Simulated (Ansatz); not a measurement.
## Nudged elastic band run: Ba16C

Input:

```yaml
crystal:
  lattice:
    - [10.04, 0.0, 0.0]
    - [0.0, 10.04, 0.0]
    - [0.0, 0.0, 10.04]
  atoms:
    - { symbol: Ba, position: [0.00697821, -0.0001857, -0.00524792] }
    - { symbol: Ba, position: [0.49281478, -0.00018718, -0.00532326] }
    - { symbol: Ba, position: [0.00912861, 0.49974709, 0.01196714] }
    - { symbol: Ba, position: [-0.0107933, -0.00025776, 0.51041398] }
    - { symbol: Ba, position: [0.24992694, 0.26224989, 0.27050715] }
    - { symbol: Ba, position: [0.49065608, 0.49974639, 0.01192189] }
    - { symbol: Ba, position: [0.51054824, -0.00025783, 0.51044109] }
    - { symbol: Ba, position: [0.74985088, 0.23898747, 0.23945597] }
    - { symbol: Ba, position: [0.01266561, 0.49987228, 0.47882495] }
    - { symbol: Ba, position: [0.24992414, 0.73732657, 0.27032857] }
    - { symbol: Ba, position: [0.24985464, 0.25873583, 0.73853566] }
    - { symbol: Ba, position: [0.48707498, 0.49986967, 0.47892131] }
    - { symbol: Ba, position: [0.74985106, 0.76058695, 0.23940748] }
    - { symbol: Ba, position: [0.74988905, 0.25718298, 0.75500793] }
    - { symbol: Ba, position: [0.24985376, 0.74090304, 0.73862002] }
    - { symbol: Ba, position: [0.749888, 0.74246228, 0.75513849] }
    - { symbol: C, position: [0.24989841, 0.49983912, 0.37412186] }
basis:
  ecutwfc: 420.0
kpoints:
  mp_grid: { grid: [2, 2, 2] }
hamiltonian:
  xc: pbe
scf:
  occupations: { method: gaussian, width: 0.05 }
  lower_state_search: "off"
neb:
  images: 3
  f_tol: 0.05
  initial_path: linear
  max_iterations: 80
  final_atoms:
    - { symbol: Ba, position: [-0.00564139, 0.00016326, 0.00769476] }
    - { symbol: Ba, position: [0.51107057, 0.00021228, -0.0114257] }
    - { symbol: Ba, position: [0.01262331, 0.50021671, 0.00974925] }
    - { symbol: Ba, position: [-0.00563959, 0.00016314, 0.49231031] }
    - { symbol: Ba, position: [0.27186072, 0.26188449, 0.25000186] }
    - { symbol: Ba, position: [0.47783952, 0.50010222, 0.01181302] }
    - { symbol: Ba, position: [0.51106994, 0.00021225, 0.51143215] }
    - { symbol: Ba, position: [0.73759142, 0.25980323, 0.25000368] }
    - { symbol: Ba, position: [0.01262399, 0.50021664, 0.49025628] }
    - { symbol: Ba, position: [0.2720289, 0.7384502, 0.25000163] }
    - { symbol: Ba, position: [0.23886529, 0.23870892, 0.75000358] }
    - { symbol: Ba, position: [0.47783688, 0.50010201, 0.48819274] }
    - { symbol: Ba, position: [0.73752893, 0.74050763, 0.2500036] }
    - { symbol: Ba, position: [0.75562202, 0.25792874, 0.75000298] }
    - { symbol: Ba, position: [0.23890527, 0.76166652, 0.75000358] }
    - { symbol: Ba, position: [0.7555101, 0.74235885, 0.75000292] }
    - { symbol: C, position: [0.37474081, 0.50011909, 0.25000208] }
  order_check: true
```

Command:

```bash
$ ansatz run input.yaml --threads 4 --pin off --max-ram 10240MiB --backend cpu --events-out ev --progress --plain --runs-dir out
```

Output, in part (warnings, iteration lines):

```
NEB end point (image 0): max|allowed force component| = 1.675e-2 eV/Å (the criterion of neb.relax_end_points is 1.000e-2)
NEB end point (image 4): max|allowed force component| = 2.887e-2 eV/Å (the criterion of neb.relax_end_points is 1.000e-2)
NEB iter   1: max|band force component| = 5.036e-1 eV/Å  barrier→ = 0.4285 eV  barrier← = 0.4281 eV  Δτ_max = 0.1302 Å  (44 SCF iters)
NEB iter   2: max|band force component| = 3.902e-1 eV/Å  barrier→ = 0.2466 eV  barrier← = 0.2463 eV  CI = image 2  Δτ_max = 0.2000 Å  (24 SCF iters)
NEB iter   3: max|band force component| = 4.013e-1 eV/Å  barrier→ = 0.0849 eV  barrier← = 0.0846 eV  CI = image 2  Δτ_max = 0.0999 Å  (24 SCF iters)
NEB iter   4: max|band force component| = 1.042e-1 eV/Å  barrier→ = 0.0406 eV  barrier← = 0.0403 eV  CI = image 2  Δτ_max = 0.0895 Å  (23 SCF iters)
NEB iter   5: max|band force component| = 4.648e-2 eV/Å  barrier→ = 0.0287 eV  barrier← = 0.0284 eV  CI = image 2  Δτ_max = 0.0205 Å  (22 SCF iters)
NEB iter   6: max|band force component| = 8.148e-2 eV/Å  barrier→ = 0.0273 eV  barrier← = 0.0270 eV  CI = image 2  Δτ_max = 0.0434 Å  (7 SCF iters)
NEB iter   7: max|band force component| = 4.210e-2 eV/Å  barrier→ = 0.0278 eV  barrier← = 0.0275 eV  CI = image 2  Δτ_max = 0.0266 Å  (21 SCF iters)
NEB iter   8: max|band force component| = 5.358e-2 eV/Å  barrier→ = 0.0271 eV  barrier← = 0.0267 eV  CI = image 2  Δτ_max = 0.0256 Å  (7 SCF iters)
NEB iter   9: max|band force component| = 1.997e-2 eV/Å  barrier→ = 0.0265 eV  barrier← = 0.0262 eV  CI = image 2  CI's point: of a kind that is not told: the force calls were inconclusive, a negative curvature could not be distinguished from the path's own, the only one lies far off the path, or fixed occupations may fill a level only in part  Δτ_max = 0.0000 Å  (301 SCF iters)
```

The run converged. The band force fell under the threshold earlier too, but the program's further tests of the path sent the band on. By the program's own check the climbing image is of a kind that is not told: the force calls were inconclusive, a negative curvature could not be distinguished from the path's own, the only one lies far off the path, or fixed occupations may fill a level only in part (lowest curvatures found: 0.07 and 0.33 eV/Å²). Limits of this set-up: coarse k mesh.

Final band (atoms are numbered from 1 in the order of the input):

| image | path coordinate (Å) | energy (eV) | Ba9–C17 (Å) | Ba6–C17 (Å) |
| --- | --- | --- | --- | --- |
| 0 | 0.00 | 0.000 | 2.60 | 4.37 |
| 1 | 0.68 | 0.009 | 2.65 | 3.75 |
| 2 | 1.37 | 0.027 | 2.92 | 2.93 |
| 3 | 2.06 | 0.009 | 3.75 | 2.65 |
| 4 | 2.75 | 0.000 | 4.36 | 2.61 |

Time of the run: 9.4 min on 4 threads of AMD EPYC 7R43 64-Core Processor (Zen 3), with other jobs on the host, peak memory 4.5 GiB.
